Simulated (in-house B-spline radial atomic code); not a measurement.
Values are calculated unless marked as measured or tabulated.
**F in an electron gas of r_s = 2.67: phase shifts, screening, friction and resistivity**

A nucleus sits in a uniform electron gas with a rigid positive background. The Kohn-Sham equations are solved self-consistently in the spin-unpolarised LDA (PW92), non-relativistic, on B-splines with outgoing waves at the boundary and partial waves to l = 8. The model has no lattice, no bands and no magnetic solution. Atomic units; δ_l are the phase shifts at the Fermi level, counted so that each bound state adds π, and good to about 0.0005.

The density parameter is r_s = 2.67 bohr, near that of the valence electrons of Cu (1 per atom, density 8.96 g/cm³, mass 63.55 u, which gives r_s = 2.67).

| l | δ_l (rad) |
| --- | --- |
| 0 | 5.3904 |
| 1 | 2.7872 |
| 2 | 0.0603 |
| 3 | 0.0106 |
| 4 | 0.0010 |
| 5 | 0.0002 |
| 6 | 0.0000 |
| 7 | 0.0000 |
| 8 | 0.0000 |

Bound levels below the band bottom (hartree): s -23.71, s -0.7134, p -0.0632.

Q: Check the Friedel sum rule, and say where the screening charge sits.

A: k_F = (9π/4)^(1/3)/r_s = 0.71879. The rule is Z = (2/π) Σ (2l + 1) δ_l. The terms are s 3.432, p 5.323, d 0.192, f 0.047 and 0.007 beyond, in all 9.001 against Z = 9. Bound states hold 4 s, 6 p, 0 d electrons, so the scattering states carry -1.00 in all; where a term is smaller than its bound count, the bound level has drawn weight out of the band.

Q: Find the transport cross section and the electronic stopping of a 2 keV F ion (mass 19.0 u).

A: σ_tr = (4π/k_F²) Σ (l + 1) sin²(δ_l − δ_(l+1)). The terms for l = 0 to 3 are 0.2629, 0.3247, 0.0074, 0.0004, all together 0.5954, so σ_tr = 24.323 × 0.5954 = 14.481 bohr². With n = 3/(4π r_s³) = 0.01254, the friction coefficient is Q = n k_F σ_tr = 0.1305. For v well below v_F = 0.719, dE/dx = Q v; with 24801 eV per u at v = 1, v = √(2000/(24801 × 19.0)) = 0.0651, so dE/dx = 0.00851 hartree/bohr = 4.37 eV/nm. The largest term couples the p and d waves.

Q: What residual resistivity would 1 atomic per cent of such centres give in Cu?

A: Δρ = k_F n_i σ_tr/n in atomic units of 21.74 μΩ·cm. With one host atom per 1 electron, n_i/n = 0.01/1, so Δρ = 0.7188 × 0.01000 × 14.481 × 21.74 = 2.26 μΩ·cm. This is an atom added to the gas, as on an interstitial site.

Q: On a substitutional site the background of one host ion, a sphere holding 1 charge, is taken out. The phase shifts for l = 0 to 4 become 5.0993, 2.5569, -0.0359, -0.0031, -0.0002. What follows?

A: The Friedel sum is now 8.00, for Z − 1 = 8. The sum in σ_tr is 0.8656, so σ_tr = 21.05 bohr² and Δρ = 3.29 μΩ·cm per atomic per cent, 1.45 times the value above. A real host ion scatters too, so this model doesn't give zero even for the host's own atom.
